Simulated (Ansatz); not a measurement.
# Ligand exchange: SiH3F + Cd(CH3)(SH) → SiH3(SH) + Cd(CH3)F

Gas-phase species: SiH3F `F[SiH3]`, singlet; Cd(CH3)(SH), singlet; SiH3(SH) (sulfanylsilane), singlet; Cd(CH3)F, singlet. The partners trade F for SH: Si–F and Cd–SH bonds give way to Si–SH and Cd–F.

Shapes, held fixed at every level: PBE0-D4/def2-TZVP. Programs: Ansatz 0.2.0. Electronic energies: no zero-point or thermal term.

Q: Estimate ΔE of this reaction.

A: The highest level, CCSD(T)/def2-TZVPP, gives ΔE = +116.8 kJ/mol; the levels span +106.0 to +122.6. The column of differences is taken from that level and isn't an error. No measured value is set beside it here. For atoms past krypton def2 sets carry core potentials with scalar relativity. Outer-core shells of Cd are correlated, in sets that cover them unevenly.

```csv
level,kind,ΔE (kJ/mol),less CCSD(T)/def2-TZVPP
PBE0-D4/def2-TZVPP,global hybrid,+106.0,-10.8
wB97M-V/def2-TZVPP,range-separated hybrid,+112.0,-4.8
B2PLYP/def2-TZVPP,double hybrid,+114.0,-2.8
MP2/def2-TZVPP,perturbation theory,+122.6,+5.8
CCSD(T)/def2-SVP,coupled cluster or CI,+107.4,-9.4
CCSD/def2-SVP,coupled cluster or CI,+108.0,-8.8
CCSD/def2-TZVPP,coupled cluster or CI,+118.6,+1.8
CCSD(T)/def2-TZVPP,coupled cluster or CI,+116.8,0.0
```
